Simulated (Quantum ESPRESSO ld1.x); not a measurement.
Task: Radial electron density D(r) = 4 pi r^2 rho(r) of an atom or ion with 51 electrons. Calculated with ld1.x of Quantum ESPRESSO 7.5: Dirac Kohn-Sham, PBEsol, spin-unpolarised, spherical densities, point nucleus.

```
   r/bohr * D(r) (the largest magnitude, 86.5, reaches the edge; | marks zero)
0.0009651 |*
 0.001124 |*
 0.001308 | *
 0.001535 | *
 0.001787 |  *
  0.00208 |   *
 0.002422 |    *
 0.002842 |      *
 0.003309 |       *
 0.003852 |         *
 0.004484 |            *
  0.00522 |               *
 0.006126 |                   *
 0.007131 |                      *
 0.008302 |                          *
 0.009665 |                               *
  0.01134 |                                   *
   0.0132 |                                      *
  0.01537 |                                         *
  0.01789 |                                          *
  0.02083 |                                          *
  0.02445 |                                         *
  0.02846 |                                       *
  0.03313 |                                     *
  0.03857 |                                     *
  0.04526 |                                      *
  0.05269 |                                         *
  0.06134 |                                              *
  0.07142 |                                                   *
  0.08314 |                                                      *
  0.09756 |                                                     *
   0.1136 |                                                *
   0.1322 |                                          *
   0.1539 |                                      *
   0.1806 |                                       *
   0.2103 |                                          *
   0.2448 |                                             *
    0.285 |                                           *
   0.3318 |                                   *
   0.3894 |                        *
   0.4533 |                *
   0.5277 |              *
   0.6143 |               *
   0.7209 |                *
   0.8393 |               *
    0.977 |           *
    1.137 |       *
    1.324 |    *
    1.554 |  *
    1.809 | *
    2.106 | *
    2.452 |*
    2.877 |*
    3.349 *
    3.899 *
    4.539 *
    5.284 *
    6.201 *
    7.219 *
    8.404 *
    9.784 *
    11.48 *
    13.37 *
```

What is the nuclear charge?

Result: Z = 52. The innermost maximum, from 1s, lies near gamma/Z bohr with gamma = sqrt(1 - (Z/c)^2) = 0.925, here 0.0178 bohr (found: 0.0195), and its height grows with Z. The density is that of the tellurium ion Te+ in [Kr] 4d10 5s1 5p3 6s1; the configuration itself is not fixed sharply by these data, and Z only to a few units. D(r) has 4 maxima, at r = 0.0195, 0.0858, 0.249, 0.721 bohr, and minima at 0.0383, 0.164, 0.528 bohr, inside which lie 2.03, 11.22, 28.95 electrons.
